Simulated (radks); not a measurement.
Problem. These are the eigenvalues of the occupied orbitals of an atom or ion with whole-number occupations (hartree). Method: scalar-relativistic Kohn-Sham, Slater X-alpha with alpha = 0.784, spin-polarised, spherical densities, point nucleus; computed with a radial shooting solver on a logarithmic mesh with Libxc functionals.

| orbital | eigenvalue |
|---|---|
| 1s up | -1622.952 |
| 1s down | -1622.947 |
| 2s up | -330.1807 |
| 2s down | -329.9718 |
| 2p up | -304.9101 |
| 2p down | -304.7472 |
| 3s up | -123.4042 |
| 3s down | -123.1777 |
| 3p up | -115.5443 |
| 3p down | -115.3102 |
| 3d up | -106.3782 |

Which element is it, and in what charge state? The configuration may be excited. Open shells, if any, are filled with parallel spins first.

Solution. Z = 59, praseodymium, charge +40: Pr40+ in [Ar] 3d1. The list shows which subshells hold electrons but not how many an open one holds; the 1s level, -1623 hartree, gives Z - s = 57.0 by -(Z - s)^2/2, which with screening and relativity narrows Z to a few neighbours, and the depths of the outer levels then fix element, charge and occupations together.
